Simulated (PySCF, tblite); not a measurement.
C6H12SSi2.
Structure used (GFN2-xTB), in Å, numbered top down from 1:
```xyz
21
C6H12SSi2 angstrom
C      4.0906    0.2384   -0.5351
C      3.1814   -0.4219   -0.1069
Si     1.7570   -1.4230    0.5211
C      0.1654   -0.6227   -0.1688
C      0.0516    0.8396    0.2781
C     -1.1399    1.5817   -0.3311
C     -2.4872    1.1692    0.2407
S     -3.0755   -0.4517   -0.3715
Si    -1.3938   -1.6072    0.2764
H      4.8910    0.8116   -0.9076
H      1.8783   -2.7990    0.0332
H      1.7605   -1.3708    1.9874
H      0.2512   -0.6242   -1.2624
H     -0.0210    0.8887    1.3691
H      0.9655    1.3700   -0.0078
H     -1.1511    1.4331   -1.4138
H     -1.0145    2.6528   -0.1452
H     -2.4556    1.1233    1.3298
H     -3.2617    1.8750   -0.0572
H     -1.5020   -2.8642   -0.4449
H     -1.4992   -1.7815    1.7266
```

Method: PBE0/pcSseg-1 in PySCF (dipole) on a GFN2-xTB geometry, gas phase.

Take the most abundant isotopes and a rigid rotor. The values belong to one conformer with, in the numbering `[CH:1]#[C:2][SiH2:3][C@@H:4]1[CH2:5][CH2:6][CH2:7][S:8][SiH2:9]1`, C2–Si3–C4–C5 -59°, Si3–C4–C5–C6 175°, C4–C5–C6–C7 73°, C5–C6–C7–S8 -76°, C6–C7–S8–Si9 58°.

Task: Give the principal moments of inertia and the rotational constants in GHz.

Result: Ia = 244.42, Ib = 935.34, Ic = 1117.52 u·Å²; 505379 MHz·u·Å²/I gives 2068, 540.3 and 452.2 MHz, that is A = 2.0677, B = 0.5403, C = 0.4522 GHz.

Task: What kind of rotor is it?

Result: An asymmetric top; Ray's κ = -0.891.

Task: Is it planar, by Δ = Ic − Ia − Ib?

Result: Not planar: Δ = Ic − Ia − Ib = -62.24 u·Å². For a rigid frame Δ = −2 Σ m c², so Σ m c² = 31.12 u·Å² lies off the ab plane: 14.78 from hydrogen and 16.34 from heavier atoms. The atom farthest from that plane is 1.75 Å away.

Task: Give the other two planar moments, Paa and Pbb, and the rms extents of the mass along the axes.

Result: Paa = Σ m a² = (Ib + Ic − Ia)/2 = 904.22 and Pbb = Σ m b² = (Ia + Ic − Ib)/2 = 213.30 u·Å². With the mass M = 172.02 u, the rms extents √(P/M) along a, b and c are 2.29, 1.11, 0.43 Å.

Task: Where do the levels up to J = 5 lie, in cm⁻¹?

Result: Above 0(0,0):
J = 1: 1(0,1) 0.0331, 1(1,1) 0.0841, 1(1,0) 0.0870
J = 2: 2(0,2) 0.0992, 2(1,2) 0.1473, 2(1,1) 0.1561, 2(2,1) 0.3090, 2(2,0) 0.3091
J = 3: 3(0,3) 0.1980, 3(1,3) 0.2422, 3(1,2) 0.2598, 3(2,2) 0.4083, 3(2,1) 0.4089, 3(3,1) 0.6705, 3(3,0) 0.6705
J = 4: 4(0,4) 0.3292, 4(1,4) 0.3685, 4(1,3) 0.3979, 4(2,3) 0.5406, 4(2,2) 0.5425, 4(3,2) 0.8031, 4(3,1) 0.8032, 4(4,1) 1.1698, 4(4,0) 1.1698
J = 5: 5(0,5) 0.4924, 5(1,5) 0.5262, 5(1,4) 0.5702, 5(2,4) 0.7059, 5(2,3) 0.7102, 5(3,3) 0.9691, 5(3,2) 0.9692, 5(4,2) 1.3356, 5(4,1) 1.3356, 5(5,1) 1.8071, 5(5,0) 1.8071
The levels of one J sum to (2J + 1)J(J + 1)(A + B + C)/3.

Task: Which lines would a microwave search look for?

Result: The dipole components are |μa| = 1.53 D, |μb| = 1.58 D, |μc| = 0.49 D. Intensities carry the squares of the components, which stand as 0.94 : 1.00 : 0.09 (a : b : c). Some lines, for components of 0.1 D or more:

```
type  branch         J(Ka,Kc)    MHz  lower level (cm⁻¹)
   a       Q  4(1,3) ← 4(1,4)    880               0.368
   b       Q  5(1,4) ← 5(0,5)   2332               0.492
   b       R  1(1,1) ← 0(0,0)   2520               0.000
   b       R  4(0,4) ← 3(1,3)   2610               0.242
   a       R  3(1,2) ← 2(1,1)   3107               0.156
   b       R  2(1,2) ← 1(0,1)   3424               0.033
   c       R  2(1,1) ← 1(0,1)   3689               0.033
   b       R  5(0,5) ← 4(1,4)   3714               0.368
   a       R  4(2,2) ← 3(2,1)   4004               0.409
   a       R  4(1,3) ← 3(1,2)   4139               0.260
   a       R  5(0,5) ← 4(0,4)   4891               0.329
   b       Q  3(2,2) ← 3(1,3)   4981               0.242
   b       R  4(1,4) ← 3(0,3)   5110               0.198
   b       Q  4(2,3) ← 4(1,4)   5161               0.368
   b       R  5(1,5) ← 4(0,4)   5904               0.329
   c       R  3(2,1) ← 2(1,1)   7578               0.156
   b       Q  3(3,0) ← 3(2,1)   7841               0.409
   b       Q  5(3,3) ← 5(2,4)   7889               0.706
   c       R  4(2,2) ← 3(1,2)   8475               0.260
   b       R  5(2,4) ← 4(1,3)   9235               0.398
   b       Q  5(4,2) ← 5(3,3)  10990               0.969
   b       Q  4(4,0) ← 4(3,1)  10993               0.803
   b       Q  4(4,1) ← 4(3,2)  10993               0.803
   c       Q  5(5,1) ← 5(4,1)  14135               1.336
```

Task: Estimate the classical rotational partition function at 10 K, 50 K and 200 K.

Result: Point group C1, symmetry number σ = 1; q = (√π/σ)·√((kT/h)³/(ABC)), k/h = 20836.6 MHz/K: 7500 at 10 K, 83900 at 50 K, 671000 at 200 K.

Its GFN2-xTB frequencies are all real (lowest 32 cm⁻¹). No vibrational averaging or centrifugal distortion is included, and the geometry carries the error of its method.

The run took 87 s wall on an Intel Xeon at 2.70 GHz with one thread, no GPU, on a shared host, and the process peaked at 1.1 GiB of memory. This is the PBE0/pcSseg-1 job that gave the dipole, with the shieldings it also computed.
